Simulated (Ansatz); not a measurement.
Start from `C[O][Ge][S]C` and change one atom or group to get `C[S][Ge][SH]`.

Ansatz, PBE0-D4/def2-TZVP geometries, multiplicity 1. Each molecule was computed in one conformer, which needn't be the lowest.

Scalar relativity is left out up to krypton.

| property | `C[O][Ge][S]C` |
| --- | --- |
| HOMO energy (PBE0/def2-TZVPP) / eV | -6.92 |
| size of the dipole moment (ωB97M-V/def2-TZVPP) / D | 1.79 |
| HOMO energy (PBE/def2-TZVPP) / eV | -5.83 |
| LUMO energy (PBE/def2-TZVPP) / eV | -2.43 |
| LUMO energy (B3LYP/def2-TZVPP) / eV | -1.92 |
| HOMO–LUMO gap (ωB97M-V/def2-TZVPP) / eV | 9.18 |

Task: What does the change do to each property? (Best estimate.)

Result: Ansatz gave: 
```json
{"property": "HOMO energy (PBE0/def2-TZVPP) / eV", "`C[S][Ge][SH]`": "-7.08", "shift": "-0.16"}
{"property": "size of the dipole moment (ωB97M-V/def2-TZVPP) / D", "`C[S][Ge][SH]`": "2.22", "shift": "0.43"}
{"property": "HOMO energy (PBE/def2-TZVPP) / eV", "`C[S][Ge][SH]`": "-5.98", "shift": "-0.15"}
{"property": "LUMO energy (PBE/def2-TZVPP) / eV", "`C[S][Ge][SH]`": "-2.83", "shift": "-0.40"}
{"property": "LUMO energy (B3LYP/def2-TZVPP) / eV", "`C[S][Ge][SH]`": "-2.32", "shift": "-0.40"}
{"property": "HOMO–LUMO gap (ωB97M-V/def2-TZVPP) / eV", "`C[S][Ge][SH]`": "8.84", "shift": "-0.34"}
```

With PBE0 the HOMO falls by 0.16 eV and the LUMO falls by 0.42 eV, so the gap narrows by about 0.26 eV. PBE moves the HOMO by -0.15 eV and ωB97M-V by -0.11 eV. Dipoles are sizes alone; their direction can turn.

B3LYP here is the variant with VWN-RPA as its local correlation; programs differ in this.
